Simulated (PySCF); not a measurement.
RuH: energy against distance

Set-up: H def2-TZVPPD, Ru def2-TZVPPD with ECP28; scalar-relativistic core potentials (PySCF 2.14). Energies in eV from H + Ru (4d7 5s1) in their ground configurations at the same level. All curves are PBE0. state 1: ⁴Σ⁻ (quartet), unpaired electrons σ ↑, δ ↑↑; state 2: quartet, unpaired electrons σ ↑, π ↑, δ ↑, a second solution, started from another occupation; state 3: quartet, unpaired electrons σ ↑, π ↑, δ ↑, a mixture of terms (⟨Lz²⟩ = 5.0), a second solution, started from another occupation; state 4: quartet, unpaired electrons π ↑, δ ↑↑, a mixture of terms (⟨Lz²⟩ = 1.6), a second solution, started from another occupation.

| R (Å) | state 1 | state 2 | state 3 | state 4 |
| --- | --- | --- | --- | --- |
| 1.356 | -2.122 | -1.879 | -1.813 |  |
| 1.419 | -2.396 | -2.201 | -2.125 | -1.596 |
| 1.482 | -2.552 | -2.400 | -2.315 | -1.780 |
| 1.530 | -2.610 | -2.486 | -2.395 | -1.856 |
| 1.577 | -2.627 | -2.530 | -2.433 | -1.890 |
| 1.624 | -2.611 | -2.539 | -2.437 | -1.888 |
| 1.687 | -2.551 | -2.509 | -2.400 | -1.844 |
| 1.766 | -2.429 | -2.419 | -2.303 | -1.737 |
| 1.861 | -2.237 | -2.261 | -2.137 |  |
| 1.987 | -1.939 | -2.000 | -1.868 |  |

Put a parabola through the three lowest points of the state 1 curve and estimate Re, k and ωe (reduced mass 0.998 u; 1 eV/Å² = 0.16022 mdyn/Å; ωe = 1302.8·√(k/μ) cm⁻¹).

Through R = 1.53, 1.577, 1.624 Å the second-order coefficient is 7.47 eV/Å², so Re ≈ 1.578 Å, k ≈ 2.39 mdyn/Å and ωe ≈ 2018 cm⁻¹. A polynomial fit of higher order to the unrounded PBE0 energies gives Re = 1.577 Å, k = 2.33 mdyn/Å, ωe = 1990 cm⁻¹; anharmonicity and rounding make the difference.

The higher-order fit for each curve: state 1: Re = 1.577 Å, ωe = 1990 cm⁻¹, De = 2.63 eV; state 2: Re = 1.615 Å, ωe = 1886 cm⁻¹, minimum 2.54 eV below the ground-state fragments; state 3: Re = 1.606 Å, ωe = 1910 cm⁻¹, minimum 2.44 eV below the ground-state fragments; state 4: Re = 1.598 Å, ωe = 1957 cm⁻¹, minimum 1.89 eV below the ground-state fragments.

The metal atom is held in its measured ground configuration; semilocal functionals can put another filling of s and d lower by some tenths of an eV, and De to that atom would be smaller. These are scalar-relativistic numbers at best; spin–orbit coupling would shift them, the dissociation energy most. The state is the lowest single determinant that the PBE0 search found; with open d or f shells the true ground state can be another one.
